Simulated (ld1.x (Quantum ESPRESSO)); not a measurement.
# u(r) = r·R(r): atom against pseudo-atom (Tc)

Columns: radius, all-electron u(r) and pseudo u(r) of the 4d shell (level -6.71 eV) of technetium in the configuration [Kr] 4d5 5s2 5p0; PW91, scalar-relativistic, TM scheme, ld1.x (Quantum ESPRESSO) 7.5.

```json
{"r (bohr)": "0.143", "all-electron": "0.2569", "pseudo": "-0.0081"}
{"r (bohr)": "0.285", "all-electron": "0.3753", "pseudo": "-0.0584"}
{"r (bohr)": "0.428", "all-electron": "0.1624", "pseudo": "-0.1704"}
{"r (bohr)": "0.570", "all-electron": "-0.1441", "pseudo": "-0.3278"}
{"r (bohr)": "0.713", "all-electron": "-0.4166", "pseudo": "-0.4959"}
{"r (bohr)": "0.855", "all-electron": "-0.6120", "pseudo": "-0.6379"}
{"r (bohr)": "0.998", "all-electron": "-0.7327", "pseudo": "-0.7378"}
{"r (bohr)": "1.140", "all-electron": "-0.7911", "pseudo": "-0.7914"}
{"r (bohr)": "1.283", "all-electron": "-0.8054", "pseudo": "-0.8054"}
{"r (bohr)": "1.425", "all-electron": "-0.7902", "pseudo": "-0.7902"}
{"r (bohr)": "1.568", "all-electron": "-0.7569", "pseudo": "-0.7569"}
{"r (bohr)": "1.710", "all-electron": "-0.7136", "pseudo": "-0.7136"}
{"r (bohr)": "1.853", "all-electron": "-0.6651", "pseudo": "-0.6651"}
{"r (bohr)": "1.995", "all-electron": "-0.6155", "pseudo": "-0.6155"}
{"r (bohr)": "2.138", "all-electron": "-0.5662", "pseudo": "-0.5662"}
{"r (bohr)": "2.280", "all-electron": "-0.5192", "pseudo": "-0.5192"}
{"r (bohr)": "2.423", "all-electron": "-0.4745", "pseudo": "-0.4745"}
{"r (bohr)": "2.565", "all-electron": "-0.4330", "pseudo": "-0.4330"}
{"r (bohr)": "2.708", "all-electron": "-0.3942", "pseudo": "-0.3942"}
{"r (bohr)": "2.850", "all-electron": "-0.3587", "pseudo": "-0.3587"}
{"r (bohr)": "2.992", "all-electron": "-0.3260", "pseudo": "-0.3260"}
{"r (bohr)": "3.135", "all-electron": "-0.2959", "pseudo": "-0.2959"}
{"r (bohr)": "3.278", "all-electron": "-0.2683", "pseudo": "-0.2683"}
{"r (bohr)": "3.420", "all-electron": "-0.2433", "pseudo": "-0.2433"}
{"r (bohr)": "3.563", "all-electron": "-0.2203", "pseudo": "-0.2203"}
{"r (bohr)": "3.705", "all-electron": "-0.1995", "pseudo": "-0.1995"}
```

Question: How many radial nodes do the two functions have?

Answer: The all-electron 4d function has n − l − 1 = 1; the pseudo-wave has 0, since the states of the same l below it are removed with the core.

Question: At about which radius was the pseudo-wave matched?

Answer: 1.30 bohr. The columns agree to 0.0005 from 1.14 bohr on; several derivatives are matched, so the curves merge somewhat inside the radius.

Question: Is the pseudo-wave norm-conserving?

Answer: Yes: the TM scheme keeps the norm inside the radius equal to the all-electron one, which fixes the energy derivative of the logarithmic derivative at the level.
